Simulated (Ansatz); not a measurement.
The molecule CsW, multiplicity 6 (lowest of 2S+1 = 2, 4, 6, 8 at CCSD(T)/def2-TZVPP on PBE0 minima; our sources give no spin for the ground state, which may be another). No spin–orbit coupling. The T1 diagnostic near the minimum is 0.093, so single-reference values are doubtful.

Constants: fifth-degree fit in 1/R to seven points, most abundant isotopes. Runs in def2 and cc sets follow the lowest solution found near the PBE0 minimum.

Correlated levels freeze the inner cores; with def2 sets outer-core shells near the valence are correlated too.

Codes used: Ansatz (an electronic-structure program). Each number belongs to the level named beside it. In def2 rows elements past Kr take small-core potentials, without spin–orbit coupling.

```json
[
 {"level": "PBE/def2-TZVPP", "r_e (Å)": "3.414", "ω_e (cm⁻¹)": "74", "ω_e x_e (cm⁻¹)": "0.13", "dipole (D)": "7.71"},
 {"level": "B3LYP/def2-TZVPP", "r_e (Å)": "3.453", "ω_e (cm⁻¹)": "75", "ω_e x_e (cm⁻¹)": "0.13", "dipole (D)": "8.68"},
 {"level": "PBE0/def2-TZVPP", "r_e (Å)": "3.442", "ω_e (cm⁻¹)": "72", "ω_e x_e (cm⁻¹)": "0.13", "dipole (D)": "8.15"},
 {"level": "BHLYP/def2-TZVPP", "r_e (Å)": "3.485", "ω_e (cm⁻¹)": "73", "ω_e x_e (cm⁻¹)": "0.12", "dipole (D)": "9.13"},
 {"level": "CAM-B3LYP/def2-TZVPP", "r_e (Å)": "3.436", "ω_e (cm⁻¹)": "77", "ω_e x_e (cm⁻¹)": "0.11", "dipole (D)": "9.25"},
 {"level": "wB97X-V/def2-TZVPP", "r_e (Å)": "3.429", "ω_e (cm⁻¹)": "?", "ω_e x_e (cm⁻¹)": "0.10", "dipole (D)": "9.76"},
 {"level": "wB97M-V/def2-TZVPP", "r_e (Å)": "3.423", "ω_e (cm⁻¹)": "79", "ω_e x_e (cm⁻¹)": "0.10", "dipole (D)": "9.54"},
 {"level": "B2PLYP/def2-TZVPP", "r_e (Å)": "?", "ω_e (cm⁻¹)": "?", "ω_e x_e (cm⁻¹)": "0.11", "dipole (D)": "-"}
]
```

Q: What belongs in the gaps?

A: 
- B2PLYP/def2-TZVPP, r_e (Å): 3.406
- B2PLYP/def2-TZVPP, ω_e (cm⁻¹): 79
- wB97X-V/def2-TZVPP, ω_e (cm⁻¹): 78

Doubts at one or more of the structures used: a spin-contaminated determinant (PBE0/def2-TZVPP, B2PLYP/def2-TZVPP).
